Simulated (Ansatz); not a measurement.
A search over several starts for the lowest SCF solution of (NaBr)2 ring (Na2Br2) at the given spin, in a small basis.

```yaml
crystal:
  periodic: [false, false, false]
  atoms:
    - {symbol: Na, position_ang: [-0.828019, -0.888590, -1.107407]}
    - {symbol: Br, position_ang: [1.842370, -0.578112, -0.913708]}
    - {symbol: Na, position_ang: [0.827909, 0.890466, 1.105994]}
    - {symbol: Br, position_ang: [-1.842261, 0.576236, 0.915110]}
basis:
  gaussian: {orbitals: def2-SVP, initial_orbitals: start.molden}
hamiltonian: {xc: pbe0, dispersion: d4}
output: {orbitals: {seedname: orbitals}}
```

The file start.molden holds the orbitals of an earlier run on this structure, at another level or in another basis.

```sh
$ ansatz run in.yaml --threads 4 --pin off --events-out ev --progress --plain --max-ram 3916MiB
```

Output, abridged:

```
Functional definition: PBE0
882 factors; integrals over basis functions are off by at most 3.2e-4 eV
mean field evaluation 1: about -148889.1189 eV, gradient 7.1e0 eV
mean field evaluation 2: about -148889.1841 eV, gradient 1.1e-1 eV
mean field evaluation 4: about -148889.2102 eV, gradient 3.2e-4 eV
mean field evaluation 8: about -148888.0067 eV, gradient 1.8e1 eV
mean field evaluation 16: about -148889.2102 eV, gradient 7.4e-4 eV
mean field -148889.21019747 eV, -5471.5775540257 hartree, gradient 1.2e-5 eV, S^2 0.000000; 1 other end points of the search recorded, 0 dependent functions left out
reference -148889.21023961 eV, -5471.5775555743 hartree; 46, 46 occupied and 48, 48 virtual orbitals, 882 factors
Total energy: -148889.29336294 eV, -5471.5806103001 hartree
```

Run time 1.6 s (4 threads of Arm Neoverse V1 on a shared host).
